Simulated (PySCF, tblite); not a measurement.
Isomers of C5H15N2PSi, one GFN2-xTB conformer each. Single-point energies are computed at PBE0/pcSseg-1 (PySCF, gas phase, no added dispersion term), electronic only.

| SMILES | GFN2-xTB relative energy (kJ/mol) |
| --- | --- |
| C[C@@H]1[C@@H]([SiH3])[P@]1(=N)N(C)C | 166.2 |
| C[SiH2]P1N(C)CCN1C | 0.0 |

Conformers: `[CH3:1][C@@H:2]1[C@@H:3]([SiH3:4])[P@:5]1(=[NH:6])[N:7]([CH3:8])[CH3:9]` with C3–P5–N7–C8 -148°; `[CH3:1][SiH2:2][P:3]1[N:4]([CH3:5])[CH2:6][CH2:7][N:8]1[CH3:9]` with C1–Si2–P3–N4 175°, Si2–P3–N4–C5 -72°, P3–N4–C6–C7 30°, N4–C6–C7–N8 -3°, C6–C7–N8–C9 -165°.

What does PBE0/pcSseg-1 give for the same structures?

| SMILES | PBE0/pcSseg-1 E (Eh) | PBE0/pcSseg-1 (kJ/mol) | GFN2-xTB (kJ/mol) | point group |
| --- | --- | --- | --- | --- |
| C[SiH2]P1N(C)CCN1C | -939.21601 | 0.0 | 0.0 | C1 |
| C[C@@H]1[C@@H]([SiH3])[P@]1(=N)N(C)C | -939.16181 | 142.3 | 166.2 | C1 |

Both levels put the same isomer lowest. As drawn, the higher has a three-membered ring and an N–H bond, which the lower lacks.

Which frontier levels, dipoles and rotational constants go with these structures?

```
                              SMILES  HOMO (eV, PBE0/pcSseg-1)  LUMO (eV)  dipole (D)       A, B, C (MHz)
                  C[SiH2]P1N(C)CCN1C                     -5.61      -0.10        1.37   1445, 1056, 764.5
C[C@@H]1[C@@H]([SiH3])[P@]1(=N)N(C)C                     -6.36       0.39        3.12  1668, 814.3, 733.7
```

What happens when harmonic zero-point energies from GFN2-xTB frequencies are added?

```tsv
SMILES	ZPE (kJ/mol)	electronic (kJ/mol)	with ZPE (kJ/mol)
C[SiH2]P1N(C)CCN1C	513.1	0.0	0.0
C[C@@H]1[C@@H]([SiH3])[P@]1(=N)N(C)C	498.0	142.3	127.2
```

The zero-point energies span 15.1 kJ/mol. The order is unchanged.
